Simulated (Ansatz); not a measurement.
The cluster CaO₂⁻: single points at one geometry.

```yaml
crystal:
  periodic: [false, false, false]
  atoms:
    - {symbol: Ca, position_ang: [0.758015, -0.053651, -0.019096]}
    - {symbol: O, position_ang: [-0.335329, -0.017988, 1.847367]}
    - {symbol: O, position_ang: [-0.422686, 0.071639, -1.828271]}
basis:
  gaussian: {orbitals: "def2-TZVPPD.json", initial_orbitals: start.molden}
total_charge: -1
magnetization: {spin_polarized: true, initial_magnetization: 3}
correlation: {method: ccsd_t}
scf: {omitted_lower_state_checks: [starts, cluster_reference]}
output: {orbitals: {seedname: orbitals}}
```

The file start.molden holds the orbitals of an earlier run on this structure, at another level or in another basis.

```sh
$ ansatz run in.yaml --threads 4 --pin off --events-out ev --progress --plain --max-ram 3916MiB
```

It prints (some lines left out):

```
Functional definition: HF
874 factors; integrals over basis functions are off by at most 6.1e-4 eV
mean field evaluation 1: about -22490.8661 eV, gradient 1.6e1 eV
mean field evaluation 2: about -22491.4853 eV, gradient 9.6e-1 eV
mean field evaluation 4: about -22491.5121 eV, gradient 1.2e-1 eV
mean field evaluation 8: about -22491.5122 eV, gradient 2.7e-6 eV
mean field -22491.51222552 eV, -826.5478289934 hartree, gradient 2.7e-6 eV, S^2 3.766897; 0 other end points of the search recorded, 0 dependent functions left out
7 core orbitals not correlated: weight in the atoms' cores, before any rotation towards them, 1.000 or more for the frozen orbitals, at most 0.000 for the correlated occupied ones
reference -22491.51222552 eV, -826.5478289934 hartree; 13, 10 occupied and 96, 99 virtual orbitals, 874 factors
second order -16.11823305 eV of doubles, -0.00000000 eV of singles
cycle   1  -16.68736450 eV  change   -5.7e-1 eV  update   9.3e-2
cycle   2  -16.97917733 eV  change   -2.9e-1 eV  update   3.3e-2
cycle   3  -17.10648422 eV  change   -1.3e-1 eV  update   2.2e-2
cycle   4  -17.10072091 eV  change    5.8e-3 eV  update   8.1e-3
cycle   5  -17.09312829 eV  change    7.6e-3 eV  update   3.9e-3
cycle   6  -17.09507800 eV  change   -1.9e-3 eV  update   1.6e-3
cycle   7  -17.09611185 eV  change   -1.0e-3 eV  update   7.3e-4
cycle   8  -17.09623768 eV  change   -1.3e-4 eV  update   3.2e-4
cycle   9  -17.09632944 eV  change   -9.2e-5 eV  update   1.6e-4
cycle  10  -17.09633555 eV  change   -6.1e-6 eV  update   8.2e-5
cycle  11  -17.09630371 eV  change    3.2e-5 eV  update   4.7e-5
cycle  12  -17.09633254 eV  change   -2.9e-5 eV  update   2.9e-5
cycle  13  -17.09633677 eV  change   -4.2e-6 eV  update   2.0e-5
perturbative correction -0.49609334 eV, -0.0182310941 hartree
Total energy: -22509.10465563 eV, -827.1943388755 hartree
Checks for a lower state left out: starts, cluster_reference
```

It took 9 s on 4 threads of Arm Neoverse V1 on a shared host, peak host memory 0.84 GiB.

As the first input, with `gaussian: {orbitals: def2-TZVPD, initial_orbitals: start.molden}`, `hamiltonian: {xc: {name: B97M-V}}`, `scf: {omitted_lower_state_checks: [starts]}` and without the key `correlation` (abridged; 14 s):

```
Functional definition: B97M-V
mean field -22526.16410126 eV, -827.8212619388 hartree, gradient 4.5e-6 eV, S^2 3.758815
Total energy: -22526.16415733 eV, -827.8212639995 hartree
Checks for a lower state left out: starts
```

The first input with `gaussian: {orbitals: def2-TZVPD, initial_orbitals: start.molden}`, `hamiltonian: {xc: pbe0, dispersion: d4}` and without the key `correlation`, `scf` (abridged; 7.5 s):

```
Functional definition: PBE0
mean field evaluation 16: about -22522.9789 eV, gradient 1.4e-1 eV
mean field evaluation 32: about -22522.9823 eV, gradient 3.6e-5 eV
mean field evaluation 64: about -22523.0191 eV, gradient 1.4e0 eV
mean field -22523.02936902 eV, -827.7060626539 hartree, gradient 8.8e-6 eV, S^2 3.757398; 6 other end points of the search recorded, 0 dependent functions left out
Total energy: -22523.07386875 eV, -827.7076979888 hartree
```

First input, but with `gaussian: {orbitals: def2-TZVPD, initial_orbitals: start.molden}`, `correlation: {method: mp2}`, `scf: {omitted_lower_state_checks: [starts]}` (abridged; 1 s):

```
Functional definition: HF
mean field -22491.51222552 eV, -826.5478289934 hartree, gradient 2.7e-6 eV, S^2 3.766897
7 core orbitals not correlated: weight in the atoms' cores, before any rotation towards them, 1.000 or more for the frozen orbitals, at most 0.000 for the correlated occupied ones
second order -16.11823305 eV of doubles, -0.00000000 eV of singles
Total energy: -22507.63045857 eV, -827.1401631326 hartree
Checks for a lower state left out: starts
```

As the first input, with `gaussian: {orbitals: def2-TZVPD, initial_orbitals: start.molden}`, `hamiltonian: {xc: pbe, dispersion: d4}`, `scf: {omitted_lower_state_checks: [starts]}` and without the key `correlation` (abridged; 2.4 s):

```
Functional definition: PBE
mean field -22521.91015700 eV, -827.6649323708 hartree, gradient 6.7e-6 eV, S^2 3.756636
Total energy: -22521.96262190 eV, -827.6668604201 hartree
Checks for a lower state left out: starts
```

Geometry: PBE0-D4/def2-TZVPD.

Correlated methods freeze 7 core orbitals; core or outer-core shells of Ca are correlated, in sets that lack core-valence functions. At B97M-V/def2-TZVPD, PBE0-D4/def2-TZVPD, PBE-D4/def2-TZVPD the highest occupied level of the charge -1 quartet lies above zero (up to 1.31 eV). It is a level of α spin, whose loss leaves a triplet; that state wasn't run at this geometry and level. The electron is either unbound and held by the finite basis, or the level is raised by self-interaction error. The order of the spin states hangs on the level: the doublet lies 0.90 eV below the quartet at PBE0-D4/def2-TZVPD, but 0.90 eV above it at CCSD(T)/def2-TZVPPD. The doublet is doubtful at CCSD(T)/def2-TZVPPD (⟨S²⟩ 1.78, where a pure state has 0.75). The structure comes from a short search, and lower isomers may exist.
